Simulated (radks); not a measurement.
Results of a calculation; reference values are marked as such.
Question: Excited configurations of neutral thallium: one electron is placed in a higher orbital outside [Hg]. The ground configuration is [Hg] 6p1. Level of theory: scalar-relativistic Kohn-Sham, PBE, spin-unpolarised, spherical densities, finite nucleus; Fermi nuclear charge, rms radius 5.4759 fm (a radial shooting solver on a logarithmic mesh with Libxc functionals). Excitation = E - E(ground); binding = E(ion) - E, where the ion is the core of charge +1; n* = 1/sqrt(2 binding) in atomic units, and the quantum defect is n - n*.

outer orbital  excitation (eV)  binding (eV)     n*  quantum defect  eigenvalue (eV)  <r> (bohr)
5f                       4.258         0.911  3.865           1.135           -0.434       17.34
6d                       3.537         1.632  2.888           3.112           -0.713       9.874
6f                       4.540         0.629  4.650           1.350           -0.366       29.34
7s                       2.319         2.850  2.185           4.815           -1.643       7.567
7p                       3.245         1.924  2.659           4.341           -1.082       10.32
7d                       4.137         1.032  3.631           3.369           -0.572       18.53

Estimate the row for 7f.

Answer: excitation (eV) 4.714; binding (eV) 0.455; n* 5.469; quantum defect 1.531; eigenvalue (eV) -0.286; <r> (bohr) 43.97. The Delta-SCF ionisation energy is 5.169 eV (NIST Atomic Spectra Database: 6.108 eV, measured). Self-interaction in the functional shifts the binding energies and quantum defects, so they are the method's values and not measured ones. Spin polarisation and multiplet splitting are left out, so open shells lie too high by an amount that depends on their filling. Spin-orbit splitting is averaged out at the scalar-relativistic level.

Beside tabulated values, note that spin-unpolarised runs miss the spin-polarisation part of the exchange energy of open shells, and scalar-relativistic runs lack spin-orbit coupling.
